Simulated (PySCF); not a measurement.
Job file and geometry (Å, from PBE0-D3(BJ)/def2-TZVP) of a spin–spin coupling run on `InChI=1S/C6H5Br/c7-6-4-2-1-3-5-6/h1-5H`, PBE0/pcJ-2 Br:pcSseg-2 indirect spin-spin coupling, non-relativistic, gas phase in PySCF 2.14.0, density-fitted response routines; density fitting, a coarse starting grid and PySCF grid level 2 are the driver's defaults:

```
$ OMP_NUM_THREADS=2 python probes_run.py task.json out

{"job": {"kind": "j", "xc": "PBE0", "basis": "pcJ-2", "full": false}, "charge": 0, "multiplicity": 1}
Br     2.911676    -0.825053    -1.025229
C      1.188544    -0.338519    -0.420209
C      0.780639     0.981583    -0.522644
C     -0.485674     1.330249    -0.076982
C     -1.330015     0.372308     0.464225
C     -0.904412    -0.944290     0.558673
C      0.358622    -1.309287     0.116779
H      1.444762     1.724766    -0.944805
H     -0.810321     2.361378    -0.154687
H     -2.317637     0.651143     0.811320
H     -1.557994    -1.699353     0.979731
H      0.696553    -2.335115     0.187612
```

Q: What does the program print?

A: 
```
coarse grid: 50776 points
cycle   1  E = -2805.3141730409  dE = -8.441e-02  |g| = 1.000e+00  |ddm| = 2.594e+00
cycle   2  E = -2805.3006934818  dE =  1.348e-02  |g| = 7.487e-01  |ddm| = 5.169e-01
cycle   3  E = -2805.3506486546  dE = -4.996e-02  |g| = 2.141e-01  |ddm| = 4.171e-01
cycle   4  E = -2805.3595123376  dE = -8.864e-03  |g| = 9.289e-02  |ddm| = 1.958e-01
cycle   5  E = -2805.3616351585  dE = -2.123e-03  |g| = 1.982e-02  |ddm| = 6.357e-02
cycle   6  E = -2805.3617395078  dE = -1.043e-04  |g| = 2.264e-03  |ddm| = 1.906e-02
cycle   7  E = -2805.3617406047  dE = -1.097e-06  |g| = 1.049e-03  |ddm| = 2.428e-03
final grid: 107184 points
cycle   8  E = -2805.3617892776  dE =  1.448e-07  |g| = 1.427e-03  |ddm| = 3.899e-03
cycle   9  E = -2805.3617888165  dE =  4.611e-07  |g| = 1.982e-03  |ddm| = 2.050e-03
cycle  10  E = -2805.3617897446  dE = -9.281e-07  |g| = 1.462e-04  |ddm| = 1.178e-03
cycle  11  E = -2805.3617897472  dE = -2.579e-09  |g| = 1.311e-05  |ddm| = 8.272e-05
cycle  12  E = -2805.3617897472  dE = -3.320e-11  |g| = 8.265e-06  |ddm| = 1.853e-05
converged SCF energy = -2805.3617897472

Indirect spin-spin couplings (Hz)
  i      j    bonds     total        FC       PSO       DSO        SD
  1 C    2 C    1     63.512    69.869    -6.725     0.367         -
  1 C    3 C    2     -0.707    -0.833     0.070     0.057         -
  1 C    4 C    3     10.311     9.742     0.514     0.054         -
  1 C    5 C    2     -0.707    -0.833     0.070     0.057         -
  1 C    6 C    1     63.511    69.869    -6.725     0.367         -
  1 C    7 H    2     -4.393    -3.531    -0.898     0.036         -
  1 C    8 H    3     12.060    12.013     0.383    -0.335         -
  1 C    9 H    4     -2.230    -2.359     0.428    -0.299         -
  1 C   10 H    3     12.057    12.010     0.383    -0.335         -
  1 C   11 H    2     -4.389    -3.527    -0.898     0.036         -
  2 C    3 C    1     55.192    61.954    -7.019     0.256         -
  2 C    4 C    2     -2.052    -2.091     0.038     0.001         -
  2 C    5 C    3      7.669     7.328     0.326     0.015         -
  2 C    6 C    2      1.164     1.106     0.037     0.021         -
  2 C    7 H    1    163.062   161.874     0.105     1.084         -
  2 C    8 H    2      1.148     2.317    -0.916    -0.253         -
  2 C    9 H    3      8.569     8.640     0.389    -0.459         -
  2 C   10 H    4     -1.601    -1.606     0.404    -0.400         -
  2 C   11 H    3      5.995     6.011     0.425    -0.441         -
  3 C    4 C    1     56.057    62.826    -7.002     0.233         -
  3 C    5 C    2     -1.397    -1.454     0.064    -0.007         -
  3 C    6 C    3      7.667     7.325     0.326     0.015         -
  3 C    7 H    2      0.002     1.121    -0.857    -0.263         -
  3 C    8 H    1    157.726   156.667     0.189     0.871         -
  3 C    9 H    2      1.107     2.315    -0.877    -0.331         -
  3 C   10 H    3      8.999     9.086     0.405    -0.491         -
  3 C   11 H    4     -1.301    -1.341     0.443    -0.402         -
  4 C    5 C    1     56.055    62.824    -7.002     0.233         -
  4 C    6 C    2     -2.051    -2.090     0.038     0.001         -
  4 C    7 H    3      8.218     8.291     0.383    -0.456         -
  4 C    8 H    2      0.406     1.604    -0.867    -0.332         -
  4 C    9 H    1    158.227   157.123     0.249     0.854         -
  4 C   10 H    2      0.406     1.605    -0.867    -0.332         -
  4 C   11 H    3      8.218     8.291     0.383    -0.456         -
  5 C    6 C    1     55.185    61.948    -7.019     0.256         -
  5 C    7 H    4     -1.300    -1.341     0.443    -0.402         -
  5 C    8 H    3      9.000     9.087     0.404    -0.491         -
  5 C    9 H    2      1.109     2.317    -0.877    -0.331         -
  5 C   10 H    1    157.727   156.667     0.189     0.871         -
  5 C   11 H    2     -0.000     1.119    -0.857    -0.263         -
  6 C    7 H    3      5.995     6.011     0.425    -0.441         -
  6 C    8 H    4     -1.602    -1.607     0.404    -0.400         -
  6 C    9 H    3      8.568     8.639     0.389    -0.459         -
  6 C   10 H    2      1.150     2.319    -0.916    -0.253         -
  6 C   11 H    1    163.065   161.877     0.104     1.084         -
  7 H    8 H    3      9.494     9.460     0.195    -0.160         -
  7 H    9 H    4      0.888     0.815     1.800    -1.728         -
  7 H   10 H    5      0.658     0.637     1.806    -1.785         -
  7 H   11 H    4      1.914     1.985     1.887    -1.958         -
  8 H    9 H    3      8.566     8.683     0.298    -0.415         -
  8 H   10 H    4      1.477     1.465     1.850    -1.839         -
  8 H   11 H    5      0.658     0.637     1.806    -1.785         -
  9 H   10 H    3      8.564     8.681     0.298    -0.415         -
  9 H   11 H    4      0.888     0.816     1.801    -1.728         -
 10 H   11 H    3      9.493     9.459     0.194    -0.160         -
```

Size and cost of the density-fitted run: 489 basis functions, 3.8 min wall time (7.8 min CPU) on 2 threads of an Intel Xeon, shared host; peak memory 3.1 GiB.
